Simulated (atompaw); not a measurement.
## u(r) = r·R(r): atom against pseudo-atom (beryllium)

Columns: radius, all-electron u(r) and pseudo u(r) of the 2p shell (level -2.25 eV) of beryllium in the configuration 1s2 2s1.5 2p0.5; PBEsol, scalar-relativistic, PAW (atompaw) scheme, atompaw 4.2.0.5.

| r (bohr) | all-electron | pseudo |
| --- | --- | --- |
| 0.115 | 0.0164 | 0.0038 |
| 0.231 | 0.0538 | 0.0153 |
| 0.346 | 0.1002 | 0.0338 |
| 0.462 | 0.1501 | 0.0591 |
| 0.577 | 0.1991 | 0.0900 |
| 0.692 | 0.2458 | 0.1255 |
| 0.808 | 0.2896 | 0.1650 |
| 0.923 | 0.3293 | 0.2066 |
| 1.038 | 0.3651 | 0.2492 |
| 1.154 | 0.3979 | 0.2922 |
| 1.269 | 0.4271 | 0.3335 |
| 1.385 | 0.4529 | 0.3727 |
| 1.500 | 0.4746 | 0.4084 |
| 1.615 | 0.4927 | 0.4401 |
| 1.731 | 0.5075 | 0.4675 |
| 1.846 | 0.5189 | 0.4898 |
| 1.962 | 0.5273 | 0.5074 |
| 2.077 | 0.5329 | 0.5201 |
| 2.192 | 0.5359 | 0.5284 |
| 2.308 | 0.5367 | 0.5327 |
| 2.423 | 0.5354 | 0.5336 |
| 2.538 | 0.5323 | 0.5316 |
| 2.654 | 0.5274 | 0.5273 |
| 2.769 | 0.5212 | 0.5212 |
| 2.885 | 0.5137 | 0.5137 |
| 3.000 | 0.5051 | 0.5051 |

How many radial nodes do the two functions have?

The all-electron 2p function has n − l − 1 = 0; the pseudo-wave has 0.

Where does each function peak?

Outermost all-electron maximum near 2.31 bohr, pseudo maximum near 2.42 bohr (to the table’s step).

Is the pseudo-wave norm-conserving?

No, it belongs to a PAW set: the norm inside the radius is not constrained, and the difference is carried by the augmentation charge.
